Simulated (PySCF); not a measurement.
SMILES Br/C=C\c1ccccc1, GFN2-xTB optimised geometry.

```
16

Br     0.46    -3.37     0.00
C     -1.22    -2.49     0.00
C     -1.48    -1.18     0.00
C     -0.64     0.00     0.00
C     -1.30     1.24     0.00
C     -0.59     2.43     0.00
C      0.80     2.41     0.00
C      1.46     1.19     0.00
C      0.76     0.00     0.00
H     -2.02    -3.21     0.00
H     -2.54    -0.95     0.00
H     -2.38     1.27     0.00
H     -1.12     3.37     0.00
H      1.35     3.33     0.00
H      2.54     1.17     0.00
H      1.31    -0.92     0.00
```

Density from PySCF with PBE0/def2-TZVP at that geometry.

Minimum of the electron density along straight lines between bonded atoms, close to the bond critical point (lines longer than 1.1 times the sum of covalent radii, or with two minima, are not listed):

| bond | length / Å | ρ at the minimum / e bohr⁻³ | ∇²ρ there / e bohr⁻⁵ | position (fraction from the first atom) |
|---|---|---|---|---|
| Br1–C2 | 1.891 | 0.167 | -0.20 | 0.55 |
| C2–C3 | 1.331 | 0.349 | -1.06 | 0.51 |
| C3–C4 | 1.454 | 0.282 | -0.79 | 0.51 |
| C4–C5 | 1.400 | 0.314 | -0.92 | 0.50 |
| C5–C6 | 1.380 | 0.325 | -0.98 | 0.50 |
| C6–C7 | 1.386 | 0.321 | -0.96 | 0.50 |
| C7–C8 | 1.384 | 0.322 | -0.97 | 0.50 |
| C4–C9 | 1.396 | 0.315 | -0.93 | 0.51 |
| C8–C9 | 1.383 | 0.323 | -0.96 | 0.50 |
| C2–H10 | 1.079 | 0.291 | -1.05 | 0.65 |
| C3–H11 | 1.086 | 0.283 | -1.00 | 0.65 |
| C5–H12 | 1.081 | 0.287 | -1.02 | 0.64 |
| C6–H13 | 1.080 | 0.288 | -1.03 | 0.65 |
| C7–H14 | 1.080 | 0.288 | -1.03 | 0.65 |
| C8–H15 | 1.080 | 0.288 | -1.03 | 0.65 |
| C9–H16 | 1.076 | 0.293 | -1.07 | 0.65 |
